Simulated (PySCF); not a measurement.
**How the method changes the constants of HBr⁻**

State: ²Σ⁺ (doublet), unpaired electrons σ ↑. Set-up: basis H aug-cc-pVDZ-DK, Br aug-cc-pVDZ-DK; spin-free X2C with a Gaussian nucleus; PySCF 2.14. De refers to H + Br⁻ in their ground configurations, without counterpoise correction. The functionals are run spin-unrestricted. A positive dipole points towards Br; it is taken about the centre of mass and depends on that origin. Levels whose curve was spin-contaminated or gave no clean fit are not listed.

```tsv
Level	Re (Å)	ωe (cm⁻¹)	De (eV)	μ (D)
UHF-CCSD	2.326	400	0.144	n/a
UHF-CCSD(T)	2.295	422	0.167	n/a
PBE	1.979	456	0.364	2.98
revPBE	2.047	458	0.314	2.90
BLYP	2.154	461	0.394	2.76
r²SCAN	2.182	518	0.400	2.40
r²SCANh	2.196	524	0.378	2.30
PBE0	2.113	493	0.253	2.49
ωB97X	2.248	512	0.121	2.31
```

(1) Which functional lies closest to UHF-CCSD(T) in De, which farthest, and by how much do they differ from it?

(2) What does a quarter of exact exchange do here, going from PBE to PBE0?

(3) What does the triples do here, going from UHF-CCSD to UHF-CCSD(T)?

Correlated steps freeze 9 core orbitals. The bond is weak. Basis-set superposition, not corrected here, can be much of De in a small basis, most of all at correlated wavefunction levels. Spin–orbit coupling is left out. For an ion De counts to the pair picked by the measured ionisation energies or electron affinities, which need not be the lowest pair at this level. The highest Kohn–Sham level is positive in this anion. Much of that is self-interaction error, but it also means that the finite basis helps to hold the extra electron. The state was picked by a PBE0 search and need not be the measured ground state.

The whole job (state search and all levels along the bond) took about 1.8 min on 1 thread of Arm Neoverse V1 (shared host), peak memory 0.53 GiB.

Results:

(1) Closest is ωB97X (-4.7 pm in Re, +21.3 % in ωe, -0.05 eV in De against UHF-CCSD(T) in the same basis), farthest r²SCAN (-11.3 pm in Re, +22.7 % in ωe, +0.23 eV in De). CCSD(T) converges more slowly with the basis than the functionals do and binds too weakly in this one, so the order can change at the basis-set limit.

(2) PBE0 less PBE: +13.4 pm in Re, +8.1 % in ωe, -0.11 eV in De. Exact exchange removes part of the self-interaction that spreads semilocal densities, and in most molecules shortens and stiffens the bond and lowers De; here Re goes the other way.

(3) UHF-CCSD(T) less UHF-CCSD: -3.1 pm in Re, +5.5 % in ωe, +0.02 eV in De. Correlation nearly always deepens the well. The bond shortens, as in weak, metallic or heavy-atom bonds, where dispersion and the correlation of outer-core electrons pull the atoms together.
